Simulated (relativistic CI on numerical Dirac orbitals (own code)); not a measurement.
A reference radial Dirac CI calculation of K gave the lowest total energy -601.25315 Ha in 32 SCF steps, from this input:

```
atom K  Z=19  charge=0  electrons=19
nucleus A=39  rms_radius_fm=3.4349
hamiltonian dirac-coulomb  breit=on  qed=on  c_scale=1
orbitals kli  potential=per-configuration
slater_scale 1
correlation none
mixing on
grid step=0.0125 r_max=149
scf mixing=0.4 start=green max_iterations=150 tolerance=2e-08 node_fill=0.05
configurations
  [Ar] 4s
  [Ar] 4p
  [Ar] 4d
end
```

One setting was then changed, and the output read:

```
SCF 1: [Ar] 4s
 iter      energy (Ha)   residual   last orbital (Ha)
    1      -601.125842   4.04e-01     -0.16060
    2      -601.422201   1.90e-01     -0.15470
    3      -601.514462   2.02e-02     -0.15051
    4      -601.517306   4.70e-03     -0.14925
    5      -601.517611   3.50e-04     -0.14804
    6      -601.517637   3.66e-04     -0.14791
    7      -601.517639   1.46e-05     -0.14792
    8      -601.517639   7.01e-07     -0.14792
    9      -601.517639   6.29e-07     -0.14792
   10      -601.517639   4.29e-09     -0.14792
SCF 2: [Ar] 4p
 iter      energy (Ha)   residual   last orbital (Ha)
    1      -601.074264   4.00e-01     -0.10034
    2      -601.369984   1.88e-01     -0.09780
    3      -601.463354   1.92e-02     -0.09597
    4      -601.465481   4.49e-03     -0.09557
    5      -601.465750   3.39e-04     -0.09520
    6      -601.465775   3.02e-04     -0.09516
    7      -601.465777   8.93e-06     -0.09517
    8      -601.465777   2.51e-06     -0.09516
    9      -601.465777   7.47e-07     -0.09516
   10      -601.465777   7.59e-09     -0.09516
SCF 3: [Ar] 4d
 iter      energy (Ha)   residual   last orbital (Ha)
    1      -601.012928   4.01e-01     -0.03436
    2      -601.306943   1.91e-01     -0.03369
    3      -601.399428   1.50e-02     -0.03302
    4      -601.401600   6.96e-03     -0.03230
    5      -601.402264   1.30e-03     -0.03183
    6      -601.402248   2.28e-04     -0.03180
    7      -601.402271   2.18e-04     -0.03177
    8      -601.402265   1.23e-05     -0.03176
    9      -601.402264   2.84e-06     -0.03176
   10      -601.402264   4.38e-07     -0.03176
   11      -601.402264   3.47e-08     -0.03176
   12      -601.402264   2.00e-08     -0.03176
orbital energies (Ha): 1s -129.5469  2s -13.2061  2p1/2 -10.5819  2p3/2 -10.4753  3s -1.3611  3p1/2 -0.7608  3p3/2 -0.7512  4s -0.1479
configuration averages (Ha): Dirac-Coulomb, Breit, QED
  4s                            -601.517639    0.159971    0.105271
  4p                            -601.465777    0.159967    0.105248
  4d                            -601.402264    0.159949    0.105248
levels: no., configuration, term, J, E (cm-1), weight
   1 4s                     2S   1/2              0.0  1.00
   2 4p                     2P*  1/2          11347.8  1.00
   3 4p                     2P*  3/2          11390.4  1.00
   4 4d                     2D   5/2          25309.4  1.00
   5 4d                     2D   3/2          25315.6  1.00
lowest total energy -601.252397 Ha
end: converged
```

(1) Which setting was changed?
A. configuration list
B. node fill of the KLI weights
C. start potential
D. speed of light

Answers

(1) B. The node fill of the KLI weights 0.
